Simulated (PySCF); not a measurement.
## Nuclear quadrupole coupling in `CC#CP(C)N(CC)CC`

Species: C8H16NP.
Cartesian coordinates in Å at the PBE0-D3(BJ)/def2-SVP level; atoms count from 1:
```
atom  x, y, z in Å
C1     3.685   -0.995   -2.076
C2     2.626   -0.962   -1.084
C3     1.739   -0.918   -0.249
P4     0.422   -1.049    0.935
C5     1.168   -0.038    2.288
N6    -0.686    0.131    0.251
C7    -1.636    0.744    1.159
C8    -2.602   -0.210    1.857
C9    -1.229   -0.237   -1.048
C10   -1.183    0.920   -2.032
H11    4.012   -2.027   -2.282
H12    4.561   -0.419   -1.742
H13    3.340   -0.556   -3.026
H14    1.426    0.972    1.937
H15    0.477    0.025    3.142
H16    2.078   -0.554    2.626
H17   -2.208    1.489    0.580
H18   -1.087    1.331    1.914
H19   -2.064   -0.931    2.494
H20   -3.308    0.343    2.496
H21   -3.190   -0.791    1.130
H22   -0.636   -1.073   -1.455
H23   -2.264   -0.625   -0.961
H24   -1.752    1.786   -1.661
H25   -0.143    1.241   -2.188
H26   -1.615    0.630   -3.004
```

Field gradients from the PBE0/pcSseg-1 density (PySCF, non-relativistic), principal values in atomic units, ordered |Vxx| ≤ |Vyy| ≤ |Vzz|:

| atom | Vxx | Vyy | Vzz |
| --- | --- | --- | --- |
| N6 | 0.6137 | 0.6806 | -1.2944 |

Find the asymmetry η = (Vxx − Vyy)/Vzz and the couplings χ = eQV/h (234.96 MHz × Q in barn × V in au), with Q(14N) = 0.02044 b.

```csv
atom,environment,nucleus,η,χzz (MHz),χxx (MHz),χyy (MHz)
N6,nitrogen bonded to 2 C and P,14N,0.05,-6.22,2.95,3.27
```

The tensor is traceless: Vxx + Vyy + Vzz = 0.

What is Vzz at N6 in SI units (1 au = 9.71736 × 10²¹ V/m²)?

-1.2944 au = -12.578 × 10²¹ V/m².

And the gradient at the other heavy atoms, for which no coupling is worked out here?

```
atom                     environment  Vzz (au)     η
  C1              propargylic carbon     0.125  0.04
  C2                   alkyne carbon    -0.300  0.55
  C3                   alkyne carbon    -0.246  0.21
  P4     three-coordinate phosphorus    -1.599  0.29
  C5  sp3 carbon bound to phosphorus     0.076  0.44
  C7    sp3 carbon bound to nitrogen     0.218  0.37
  C8                   methyl carbon     0.021  0.39
  C9    sp3 carbon bound to nitrogen     0.225  0.27
 C10                   methyl carbon     0.038  0.88
```

Were the hydrogens deuterons (Q(2H) = 0.00286 b), χzz would run from 183 kHz (H23) to 199 kHz (H16 and H15).

The structure is a single PBE0-D3(BJ)/def2-SVP conformer in the gas phase; no vibrational or solvent corrections. With a basis this small, the couplings can be 20 % off.
